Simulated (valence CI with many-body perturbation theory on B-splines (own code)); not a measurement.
As XXVII: E2, M1, M2 decay

Computed by configuration interaction combined with many-body perturbation theory (CI+MBPT): five valence electrons over a frozen Dirac-Fock core [He], a basis of 9 s, 9 p, 8 d, 6 f, 3 g, 1 h functions for each j, with the one-electron correlation potential Σ1 (screened to all orders), the two-electron term Σ2, the three-electron term Σ3, Breit, model QED; selected single and double excitations, second order for the rest (own B-spline code, finite nucleus).

No measured spectrum was set against this ion. As an estimate, large intervals hold to a few tenths of a per cent, small ones and those within an open d or f shell to about a per cent. Among the levels kept, up to 1600 cm⁻¹ of a level comes from second order outside the variational space, and about a tenth of that is noise between levels of different J, which matters for small intervals.

Lines 1 to 50 of 53 in falling wavelength, among levels below 13991 × 10³ cm⁻¹, chosen from the decays that carry over 1 % of a level's rate. Wavelengths and rates use the calculated energies. Electric multipoles are in the length gauge, E1 and E2 with the static RPA response of the core. Weak lines are less certain than strong ones. Lines between different terms over intervals too small for the method are left out, as are lines whose strength nearly cancels. Where a level lies close to another of its J and parity, the split of strength between their lines is uncertain.

Levels are named by their leading jj configuration (3d3/2^4 stands for four electrons in 3d with j = 3/2), which in mixed levels can hold well under half, so a name can repeat and another be missing. Letters in brackets count levels of one name in rising energy.

```tsv
λ vac (nm)	Upper	Lower	Type	A (s⁻¹)	Branch %
116.1	(2s^2 2p1/2 2p3/2^2) J=5/2	(2s^2 2p1/2 2p3/2^2) J=3/2	M1	4.04e+03	6.3
48.96	(2s^2 2p1/2 2p3/2^2) J=1/2	(2s^2 2p1/2 2p3/2^2) J=3/2	M1	1.36e+04	2.5
41.84	(2s^2 2p3/2^3) J=3/2	(2s^2 2p1/2 2p3/2^2) J=1/2	M1	7.62e+04	5.6
37.93	(2s^2 2p1/2 2p3/2^2) J=3/2	(2s^2 2p1/2^2 2p3/2) J=3/2	M1	3.57e+05	100.0
28.59	(2s^2 2p1/2 2p3/2^2) J=5/2	(2s^2 2p1/2^2 2p3/2) J=3/2	M1	6.03e+04	93.6
28.00	(2s^2 2p3/2^3) J=3/2	(2s^2 2p1/2 2p3/2^2) J=5/2	M1	2.12e+05	15.6
22.56	(2s^2 2p3/2^3) J=3/2	(2s^2 2p1/2 2p3/2^2) J=3/2	M1	9.77e+05	72.3
21.37	(2s^2 2p1/2 2p3/2^2) J=1/2	(2s^2 2p1/2^2 2p3/2) J=3/2	M1	5.33e+05	97.5
14.15	(2s^2 2p3/2^3) J=3/2	(2s^2 2p1/2^2 2p3/2) J=3/2	M1	8.68e+04	6.4
0.8463	(2s^2 2p1/2 2p3/2 3d5/2) J=9/2	(2s 2p1/2 2p3/2^3) J=5/2	E2	5.99e+07	1.4
0.8241	(2s^2 2p3/2^2 3d5/2) J=9/2	(2s 2p1/2 2p3/2^3) J=5/2	E2	9.50e+07	2.1
0.8018	(2s^2 2p1/2^2 3p1/2) J=1/2	(2s^2 2p1/2 2p3/2^2) J=3/2	E2	9.96e+08	1.7
0.7973	(2s^2 2p1/2 2p3/2 3p1/2) J=3/2 [a]	(2s^2 2p1/2 2p3/2^2) J=1/2	E2	1.16e+09	2.0
0.7942	(2s^2 2p1/2 2p3/2 3p1/2) J=5/2	(2s^2 2p1/2 2p3/2^2) J=1/2	E2	1.39e+09	3.3
0.7919	(2s^2 2p1/2 2p3/2 3p1/2) J=1/2	(2s^2 2p1/2 2p3/2^2) J=5/2	E2	4.11e+09	7.5
0.7896	(2s^2 2p3/2^2 3d5/2) J=9/2	(2s 2p1/2^2 2p3/2^2) J=5/2	E2	6.44e+07	1.4
0.7868	(2s^2 2p1/2 2p3/2 3p1/2) J=5/2	(2s^2 2p1/2 2p3/2^2) J=5/2	E2	5.46e+09	12.8
0.7866	(2s^2 2p1/2 2p3/2 3p1/2) J=1/2	(2s^2 2p1/2 2p3/2^2) J=3/2	E2	5.40e+09	9.8
0.7859	(2s^2 2p1/2 2p3/2 3p3/2) J=3/2 [b]	(2s^2 2p1/2 2p3/2^2) J=1/2	E2	4.12e+09	1.7
0.7856	(2s^2 2p1/2 2p3/2 3p3/2) J=5/2 [a]	(2s^2 2p1/2 2p3/2^2) J=5/2	E2	3.21e+09	3.5
0.7852	(2s^2 2p1/2^2 3p1/2) J=1/2	(2s^2 2p1/2^2 2p3/2) J=3/2	E2	1.20e+10	20.4
0.7848	(2s^2 2p3/2^2 3p1/2) J=5/2	(2s^2 2p3/2^3) J=3/2	E2	3.66e+09	2.7
0.7847	(2s^2 2p1/2 2p3/2 3p3/2) J=1/2 [a]	(2s^2 2p1/2 2p3/2^2) J=5/2	E2	1.24e+09	1.3
0.7846	(2s^2 2p3/2^2 3p3/2) J=5/2	(2s^2 2p3/2^3) J=3/2	E2	9.64e+09	14.9
0.7846	(2s^2 2p1/2 2p3/2 3p1/2) J=3/2 [a]	(2s^2 2p1/2 2p3/2^2) J=3/2	E2	8.41e+09	14.4
0.7839	(2s^2 2p1/2 2p3/2 3p3/2) J=5/2 [b]	(2s^2 2p1/2 2p3/2^2) J=1/2	E2	3.73e+09	2.4
0.7839	(2s^2 2p3/2^2 3p3/2) J=7/2	(2s^2 2p3/2^3) J=3/2	E2	2.08e+09	3.0
0.7836	(2s^2 2p3/2^2 3p3/2) J=1/2	(2s^2 2p3/2^3) J=3/2	E2	3.64e+09	1.1
0.7833	(2s^2 2p1/2 2p3/2 3p3/2) J=3/2 [a]	(2s^2 2p1/2 2p3/2^2) J=5/2	E2	5.03e+09	2.3
0.7816	(2s^2 2p1/2 2p3/2 3p1/2) J=5/2	(2s^2 2p1/2 2p3/2^2) J=3/2	E2	2.43e+09	5.7
0.7812	(2s^2 2p1/2 2p3/2 3p3/2) J=7/2	(2s^2 2p1/2 2p3/2^2) J=5/2	E2	3.15e+09	8.0
0.7803	(2s^2 2p1/2 2p3/2 3p3/2) J=5/2 [a]	(2s^2 2p1/2 2p3/2^2) J=3/2	E2	1.31e+09	1.4
0.7794	(2s^2 2p1/2 2p3/2 3p3/2) J=1/2 [a]	(2s^2 2p1/2 2p3/2^2) J=3/2	E2	5.16e+09	5.6
0.7787	(2s^2 2p1/2 2p3/2 3p3/2) J=3/2 [b]	(2s^2 2p1/2 2p3/2^2) J=5/2	E2	4.49e+09	1.9
0.7780	(2s^2 2p1/2 2p3/2 3p3/2) J=3/2 [a]	(2s^2 2p1/2 2p3/2^2) J=3/2	E2	2.61e+09	1.2
0.7779	(2s^2 2p1/2^2 3p3/2) J=3/2	(2s^2 2p1/2^2 2p3/2) J=3/2	E2	6.95e+09	7.3
0.7752	(2s^2 2p3/2^2 3p3/2) J=3/2 [a]	(2s^2 2p3/2^3) J=3/2	E2	8.81e+09	1.2
0.7749	(2s^2 2p3/2^2 3p1/2) J=1/2	(2s^2 2p3/2^3) J=3/2	E2	5.44e+09	3.0
0.7735	(2s^2 2p1/2 2p3/2 3p3/2) J=1/2 [b]	(2s^2 2p1/2 2p3/2^2) J=5/2	E2	1.36e+10	4.7
0.7684	(2s^2 2p1/2 2p3/2 3p3/2) J=1/2 [b]	(2s^2 2p1/2 2p3/2^2) J=3/2	E2	6.77e+09	2.4
0.7658	(2s^2 2p1/2 2p3/2 3p1/2) J=5/2	(2s^2 2p1/2^2 2p3/2) J=3/2	E2	2.00e+09	4.7
0.7646	(2s^2 2p1/2 2p3/2 3p3/2) J=5/2 [a]	(2s^2 2p1/2^2 2p3/2) J=3/2	E2	2.20e+09	2.4
0.7637	(2s^2 2p1/2 2p3/2 3p3/2) J=1/2 [a]	(2s^2 2p1/2^2 2p3/2) J=3/2	E2	9.58e+08	1.0
0.7634	(2s^2 2p3/2^2 3p1/2) J=5/2	(2s^2 2p1/2 2p3/2^2) J=5/2	E2	1.53e+09	1.1
0.7632	(2s^2 2p3/2^2 3p3/2) J=5/2	(2s^2 2p1/2 2p3/2^2) J=5/2	E2	2.65e+09	4.1
0.7625	(2s^2 2p3/2^2 3p3/2) J=7/2	(2s^2 2p1/2 2p3/2^2) J=5/2	E2	4.89e+09	7.0
0.7624	(2s^2 2p1/2 2p3/2 3p3/2) J=3/2 [a]	(2s^2 2p1/2^2 2p3/2) J=3/2	E2	3.27e+09	1.5
0.7606	(2s^2 2p1/2 2p3/2 3d5/2) J=9/2	(2s^2 2p1/2 2p3/2^2) J=5/2	M2	8.06e+07	1.9
0.7604	(2s^2 2p1/2 2p3/2 3p3/2) J=7/2	(2s^2 2p1/2^2 2p3/2) J=3/2	E2	7.45e+09	18.9
0.7582	(2s^2 2p3/2^2 3p3/2) J=5/2	(2s^2 2p1/2 2p3/2^2) J=3/2	E2	1.89e+09	2.9
```
